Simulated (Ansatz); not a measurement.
Computed with Ansatz on PBE0-D4/def2-TZVP structures; ΔE is electronic, products minus reactants. CCSD(T)/CBS adds triple-zeta CCSD(T) − MP2 to the extrapolated MP2 energy (def2 sets, frozen cores). Functionals use def2-TZVPP. B3LYP here is the variant with VWN-RPA as its local correlation; programs differ in this. Each species was taken in one conformer, which may not be the lowest.

Consider the isomerisation: `CC(O)[SiH2]O` → `CC(O)O[SiH3]`.

(1) Is it downhill or uphill in electronic energy at CCSD(T)/CBS, and by how much? (An estimate is asked.)

(2) What do these levels give: PBE-D4, PBE0-D4, ωB97X-V, ωB97M-V, r2SCAN, PBE0, B3LYP, MP2/def2-TZVPP, SCS-MP2/def2-TZVPP, CCSD(T)/def2-TZVPP, HF/CBS(def2), MP2/CBS(def2)? (Estimate.)

Largest T1 diagnostic among the species: 0.011.

Results:

(1) The calculation gave: Uphill: ΔE = +28.5 kJ/mol.

(2) Computed: PBE-D4 29.2, PBE0-D4 26.8, ωB97X-V 21.8, ωB97M-V 26.5, r2SCAN 25.3, PBE0 25.8, B3LYP 21.7, MP2/def2-TZVPP 29.1, SCS-MP2/def2-TZVPP 24.1, CCSD(T)/def2-TZVPP 24.3, HF/CBS(def2) 6.5, MP2/CBS(def2) 33.3 kJ/mol.

In def2-TZVPP, CCSD(T) changes the Hartree–Fock value by +17.6 kJ/mol (the triples alone add +1.3 kJ/mol) and MP2 by +22.4 kJ/mol.
